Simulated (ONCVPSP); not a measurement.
## Before and after: ONCV potential for carbon (C)

carbon, optimised norm-conserving Vanderbilt (ONCV), made with ONCVPSP 4.0.1 (PBEsol, scalar-relativistic). Core [He], reference 2s2 (charge +2). Waves: 2s: rc 0.90 bohr, ncon 3, nbas 8, qcut 6 1/bohr, 2 projectors, debl 2.2 Ha; p scattering state at 0.11 Ha: rc 0.70 bohr, ncon 5, nbas 8, qcut 12.8 1/bohr, 2 projectors, debl 3.6 Ha; d scattering state at 0.23 Ha: rc 0.75 bohr, ncon 4, nbas 7, qcut 11.7 1/bohr, 1 projector. Local part: polynomial inside 0.60 bohr (lpopt 5, dvloc0 3 Ha). Core correction: none.

In the p channel the program set the typed energies aside and used 0.050, 3.650 Ha.

Change: s: rc 1.14.

Cutoffs: the cutoffs (Ha) at which the residual kinetic energy of the hardest occupied pseudo-wave falls to 1 and 0.1 mHa per electron; they do not see the model core or the augmentation charge, which bear on the density cutoff. Errors are all-electron minus pseudo energies relative to the spin-unpolarised reference configuration.

Q: How do hardness, ghosts and transferability respond?

A: The potential gets softer (22 Ha and 130 Ha → 17 Ha and 98 Ha); of the 4 tests that both files solve, the error grows in 0 and shrinks in 1 by more than 15 % and 0.3 meV (median size 78.1 → 71.8 meV); neither file shows a bound ghost. A larger radius leaves more room for a smooth pseudo-wave, so fewer plane waves are needed.

```csv
quantity,base,changed
"cutoff, loose",22 Ha,17 Ha
"cutoff, tight",130 Ha,98 Ha
bound ghosts,none,none
GHOST(+) flags under 300 eV,none,none
"error for 2s2 2p2, meV [ΔE -34.81 eV]",+101,+94
"error for 2s2 2p1, meV [ΔE -24.02 eV]",+56,+50
"error for 2s1, meV [ΔE 47.96 eV]",+48,+39
"error for 2s1 2p3, meV [ΔE -26.38 eV]",+137,+135
p: phases at 0.71 bohr within 0.05 rad from the reference energy up to (Ha; the scan ends near 5),to the end of the scan,to the end of the scan
d: phases at 0.76 bohr within 0.05 rad from the reference energy up to (Ha; the scan ends near 5),to the end of the scan,to the end of the scan
```
